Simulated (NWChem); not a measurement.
The numbers come from NWChem runs, not from measurements. System: diiodomethane (CH$_{2}$I$_{2}$), charge 0, spin multiplicity 1, at a geometry optimised with B3LYP/def2-SVP with def2 effective core potentials on I. Level: RHF/def2-SVP with def2 effective core potentials on I.

NWChem printed:

```
             Northwest Computational Chemistry Package (NWChem) 7.3.0
             --------------------------------------------------------

                                NWChem Input Module
                                -------------------

 Scaling coordinates for geometry "geometry" by  1.889725989
 (inverse scale =  0.529177249)

 Turning off AUTOSYM since
 SYMMETRY directive was detected!

                             Geometry "geometry" -> ""
                             -------------------------

 Output coordinates in angstroms (scale by  1.889725989 to convert to a.u.)

  No.       Tag          Charge          X              Y              Z
 ---- ---------------- ---------- -------------- -------------- --------------
    1 I                   53.0000     1.83907900     0.00000000     0.09076000
    2 C                    6.0000     0.00000000     0.00000000    -1.04898200
    3 I                   53.0000    -1.83907900     0.00000000     0.09076000
    4 H                    1.0000     0.00000000     0.90455800    -1.66335800
    5 H                    1.0000     0.00000000    -0.90455800    -1.66335800

 Effective nuclear repulsion energy (a.u.)     607.3704761000

            Nuclear Dipole moment (a.u.)
            ----------------------------
        X                 Y               Z
 ---------------- ---------------- ----------------
     0.0000000000     0.0000000000    -0.0000907068

      Symmetry information
      --------------------

 Group name             C2v
 Group number             16
 Group order               4
 No. of unique centers     3

      Symmetry unique atoms

     1    2    4


 Summary of "ao basis" -> "" (spherical)
 ------------------------------------------------------------------------------
       Tag                 Description            Shells   Functions and Types
 ---------------- ------------------------------  ------  ---------------------
 *                          def2-svp                  on all atoms

 Summary of "ao basis" -> "ao basis" (spherical)
 ------------------------------------------------------------------------------
       Tag                 Description            Shells   Functions and Types
 ---------------- ------------------------------  ------  ---------------------
 I                          def2-svp                10       26   4s4p2d
 C                          def2-svp                 6       14   3s2p1d
 H                          def2-svp                 3        5   2s1p

                                 NWChem SCF Module
                                 -----------------

  ao basis        = "ao basis"
  functions       =    76
  atoms           =     5
  closed shells   =    29
  open shells     =     0
  charge          =   0.00
  wavefunction    = RHF
  use symmetry    = T
  symmetry adapt  = T

 Summary of "ao basis" -> "ao basis" (spherical)
 ------------------------------------------------------------------------------
       Tag                 Description            Shells   Functions and Types
 ---------------- ------------------------------  ------  ---------------------
 I                          def2-svp                10       26   4s4p2d
 C                          def2-svp                 6       14   3s2p1d
 H                          def2-svp                 3        5   2s1p

      Symmetry analysis of basis
      --------------------------

        a1         29
        a2         10
        b1         22
        b2         15

 Forming initial guess at       0.1s

      Superposition of Atomic Density Guess
      -------------------------------------

 Sum of atomic energies:        -732.87760829

      Non-variational initial energy
      ------------------------------

 Total energy =    -632.578677
 1-e energy   =   -1463.491271
 2-e energy   =     641.903671
 HOMO         =      -0.314296
 LUMO         =      -0.047540

      Symmetry analysis of molecular orbitals - initial
      -------------------------------------------------

  Numbering of irreducible representations:

     1 a1          2 a2          3 b1          4 b2

  Orbital symmetries:

     1 a1          2 a1          3 b1          4 a1          5 b1
[...]
    36 b2         37 a1         38 b1         39 a1

 Starting SCF solution at       1.2s

 ----------------------------------------------
         Quadratically convergent ROHF

 Convergence threshold     :          1.000E-07
 Maximum no. of iterations :          100
 Final Fock-matrix accuracy:          1.000E-09
 ----------------------------------------------

              iter       energy          gnorm     gmax       time
             ----- ------------------- --------- --------- --------
                 1     -632.2322262973  7.51D-01  3.01D-01      1.2
                 2     -632.2806976894  2.33D-01  5.29D-02      1.3
                 3     -632.2872328841  2.09D-02  7.15D-03      1.3
                 4     -632.2873253121  2.29D-04  1.21D-04      1.4
                 5     -632.2873253262  3.18D-08  1.41D-08      1.6

       Final RHF  results
       ------------------

         Total SCF energy =   -632.287325326238
      One-electron energy =  -1464.277958716891
      Two-electron energy =    642.981711127841
 Nuclear repulsion energy =    189.008922262812

        Time for solution =      0.4s

       Symmetry analysis of molecular orbitals - final
       -----------------------------------------------

  Numbering of irreducible representations:

     1 a1          2 a2          3 b1          4 b2

  Orbital symmetries:

     1 a1          2 b1          3 a1          4 b1          5 a1
     6 b1          7 a1          8 a2          9 b2         10 a1
    11 b1         12 a1         13 b1         14 b2         15 a2
    16 a2         17 a1         18 b1         19 b2         20 a1
    21 b1         22 a1         23 b2         24 a1         25 b1
    26 a1         27 a2         28 b2         29 b1         30 a1
    31 b1         32 a1         33 b2         34 a1         35 b1
    36 b2         37 a1         38 b1         39 a1

             Final eigenvalues
             -----------------

              1
    1  -11.3456
    2   -7.7453
    3   -7.7453
    4   -5.6027
    5   -5.6027
    6   -5.5891
    7   -5.5891
    8   -5.5890
    9   -5.5889
   10   -2.2982
   11   -2.2981
   12   -2.2924
   13   -2.2924
   14   -2.2922
   15   -2.2922
   16   -2.2782
   17   -2.2782
   18   -2.2782
   19   -2.2782
   20   -1.0216
   21   -0.8939
   22   -0.8221
   23   -0.6418
   24   -0.5253
   25   -0.4814
   26   -0.3823
   27   -0.3789
   28   -0.3735
   29   -0.3605
   30    0.0533
   31    0.1235
   32    0.1913
   33    0.2216
   34    0.4142
   35    0.4519
   36    0.4777
   37    0.4782
   38    0.5103
   39    0.5508

                       ROHF Final Molecular Orbital Analysis
                       -------------------------------------

 Vector   27  Occ=2.000000D+00  E=-3.789115D-01  Symmetry=a2
              MO Center=  1.5D-14, -4.0D-16,  7.9D-02, r^2= 5.4D+00
   Bfn.  Coefficient  Atom+Function         Bfn.  Coefficient  Atom+Function
  ----- ------------  ---------------      ----- ------------  ---------------
    12      0.434467  1 I  py                52     -0.434467  3 I  py
    15      0.403140  1 I  py                55     -0.403140  3 I  py
     9     -0.176145  1 I  py                49      0.176145  3 I  py

 Vector   28  Occ=2.000000D+00  E=-3.735395D-01  Symmetry=b2
              MO Center=  2.2D-14, -2.2D-17,  3.5D-02, r^2= 5.3D+00
   Bfn.  Coefficient  Atom+Function         Bfn.  Coefficient  Atom+Function
  ----- ------------  ---------------      ----- ------------  ---------------
    12      0.421173  1 I  py                52      0.421173  3 I  py
    15      0.396049  1 I  py                55      0.396049  3 I  py
     9     -0.170694  1 I  py                49     -0.170694  3 I  py

 Vector   29  Occ=2.000000D+00  E=-3.605030D-01  Symmetry=b1
              MO Center= -1.8D-14, -1.2D-15,  1.9D-02, r^2= 5.6D+00
   Bfn.  Coefficient  Atom+Function         Bfn.  Coefficient  Atom+Function
  ----- ------------  ---------------      ----- ------------  ---------------
    11      0.321314  1 I  px                51      0.321314  3 I  px
    13     -0.305540  1 I  pz                53      0.305540  3 I  pz
    16     -0.299558  1 I  pz                56      0.299558  3 I  pz
    14      0.290383  1 I  px                54      0.290383  3 I  px

 Vector   30  Occ=0.000000D+00  E= 5.334364D-02  Symmetry=a1
              MO Center= -6.1D-14,  1.3D-16, -2.1D-01, r^2= 5.8D+00
   Bfn.  Coefficient  Atom+Function         Bfn.  Coefficient  Atom+Function
  ----- ------------  ---------------      ----- ------------  ---------------
    29      1.405774  2 C  s                 14      0.639478  1 I  px
    54     -0.639478  3 I  px                35      0.430440  2 C  pz
     4     -0.393583  1 I  s                 44     -0.393583  3 I  s
    68     -0.321972  4 H  s                 73     -0.321972  5 H  s
    16      0.296232  1 I  pz                56      0.296232  3 I  pz

 Vector   31  Occ=0.000000D+00  E= 1.234989D-01  Symmetry=b1
              MO Center= -1.5D-13,  5.3D-15, -2.1D-01, r^2= 5.6D+00
   Bfn.  Coefficient  Atom+Function         Bfn.  Coefficient  Atom+Function
  ----- ------------  ---------------      ----- ------------  ---------------
    33      0.955194  2 C  px                14      0.618288  1 I  px
    54      0.618288  3 I  px                16      0.481038  1 I  pz
    56     -0.481038  3 I  pz                 4     -0.418147  1 I  s
    30      0.420094  2 C  px                44      0.418147  3 I  s
     3     -0.176195  1 I  s                 43      0.176195  3 I  s

 Vector   32  Occ=0.000000D+00  E= 1.912607D-01  Symmetry=a1
              MO Center= -7.6D-16, -2.5D-16, -1.7D+00, r^2= 4.5D+00
   Bfn.  Coefficient  Atom+Function         Bfn.  Coefficient  Atom+Function
  ----- ------------  ---------------      ----- ------------  ---------------
    29      2.163616  2 C  s                 68     -1.595782  4 H  s
    73     -1.595782  5 H  s                 35     -0.951841  2 C  pz
     3      0.312777  1 I  s                 43      0.312777  3 I  s
    32     -0.256191  2 C  pz

 center of mass
 --------------
 x =   0.00000000 y =   0.00000000 z =   0.05005864

 moments of inertia (a.u.)
 ------------------
          79.753137199221           0.000000000000           0.000000000000
           0.000000000000        3139.293719725137           0.000000000000
           0.000000000000           0.000000000000        3071.319777974151

  Mulliken analysis of the total density
  --------------------------------------

    Atom       Charge   Shell Charges
 -----------   ------   -------------------------------------------------------
    1 I   25    24.96   1.83  0.22  1.22  0.70  2.93  3.12  2.53  2.37  9.83  0.22
    2 C    6     6.38   1.99  0.88  0.45  1.88  1.16  0.03
    3 I   25    24.96   1.83  0.22  1.22  0.70  2.93  3.12  2.53  2.37  9.83  0.22
    4 H    1     0.84   0.73  0.09  0.03
    5 H    1     0.84   0.73  0.09  0.03

       Multipole analysis of the density wrt the origin
       ------------------------------------------------

     L   x y z        total         open         nuclear
     -   - - -        -----         ----         -------
     0   0 0 0     -0.000000      0.000000     58.000000

     1   1 0 0      0.000000      0.000000      0.000000
     1   0 1 0     -0.000000      0.000000      0.000000
     1   0 0 1     -0.499083      0.000000     -9.604736

     2   2 0 0    -44.997595      0.000000    603.904751
     2   1 1 0      0.000000      0.000000      0.000000
     2   1 0 1     -0.000000      0.000000      0.000000
     2   0 2 0    -45.759252      0.000000      5.843869
     2   0 1 1     -0.000000      0.000000      0.000000
     2   0 0 2    -43.477296      0.000000     44.808172

 Task  times  cpu:        1.6s     wall:        1.6s

 Total times  cpu:        1.6s     wall:        1.6s
```

Problem. Write an NWChem input that would produce this output.

Solution. Several could match; the one computed here: 
```
start mol
memory heap 200 mb stack 900 mb global 1100 mb
geometry units angstroms nocenter noautoz
  I      1.839079     0.000000     0.090760
  C      0.000000     0.000000    -1.048982
  I     -1.839079     0.000000     0.090760
  H      0.000000     0.904558    -1.663358
  H      0.000000    -0.904558    -1.663358
  symmetry group C2v
end
basis spherical
  * library def2-svp
end
ecp
  I library def2-ecp
end
scf
  rhf
  nopen 0
  maxiter 100
  thresh 1e-7
  semidirect memsize 60000000 filesize 0
end
task scf energy
```
